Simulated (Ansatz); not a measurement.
System: H₂Be, singlet: symmetric bend, bond length relaxed. Scanned: H-Be-H angle. Other coordinates (Be-H bond length) were minimised at B3LYP/def2-TZVP.

CCSD(T)/def2-SVP = CCSD(T) on RHF/def2-SVP, frozen core (Ansatz, a first-principles code); RKS-PBE/def2-SVP = restricted PBE/def2-SVP run with Ansatz; RKS-B3LYP/def2-SVP = Ansatz with restricted B3LYP/def2-SVP; CCSDT(Q)/def2-SVP = CCSDT(Q) on RHF/def2-SVP, frozen core in Ansatz; FCI/def2-SVP = full CI/def2-SVP, frozen core (Ansatz).

Cost and accuracy over the 13 points of the scan, with FCI/def2-SVP as yardstick. Costs are rough ratios of core time within Ansatz on shared cores, each with its mean field (Kohn-Sham runs search longer for lower solutions than correlated ones do); the miss is the largest error against full CI of the profile after the mean shift, in kcal/mol.

Q: Which is the cheapest of these levels that stays within 0.87 kcal/mol of FCI/def2-SVP?

A: CCSD(T)/def2-SVP.

| level | relative cost | largest error |
|---|---|---|
| CCSD(T)/def2-SVP | 1 | 0.1 |
| RKS-PBE/def2-SVP | 1 | 5.0 |
| RKS-B3LYP/def2-SVP | 1 | 1.7 |
| CCSDT(Q)/def2-SVP | 2 | 0.0 |

Costs within a factor of two of each other count as equal.
